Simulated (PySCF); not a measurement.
¹⁵N chemical shifts

Single conformer, no relativistic terms, averaged over atoms made equivalent by symmetry, fast rotation or ring inversion, no solvent model. Geometry: GFN2-xTB; shielding tensors at PBE0/pcSseg-1 (GIAO); PySCF 2.14.0 with density-fitted response routines.

Shieldings were converted by a linear fit to measured shifts: ¹⁵N (scatter 6.3 ppm rms vs CH3NO2, solution or neat liquid). Occasional misses reach two or three times the rms, and more in compound classes unlike the fitted ones.

(1) Give the ¹⁵N shifts of `CC(C)c1ccncc1`, `C=C([SiH3])/C=N/C(C)(C)C`.

(2) Order these by ¹⁵N shift, lowest first.
A. CCCc1ccccn1
B. C=C[Si@H](N)C1C=C1
C. C#C[Si@@H]1CCCN1
D. C=CN([SiH3])[C@H](C)C1CC1
E. C/N=C\C#CC[SiH3]

Answers

(1) 
| compound | environment | δ (ppm) |
| --- | --- | --- |
| CC(C)c1ccncc1 | pyridine-type ring nitrogen | -67.7 |
| C=C([SiH3])/C=N/C(C)(C)C | imine nitrogen | -9.1 |

(2) B (-387.9 ppm, nitrogen bonded to Si, 2 H), C (-362.9 ppm, nitrogen bonded to C, Si, H, in a 5-membered ring), D (-313.3 ppm, enamine nitrogen), A (-63.3 ppm, pyridine-type ring nitrogen), E (-19.3 ppm, imine nitrogen).
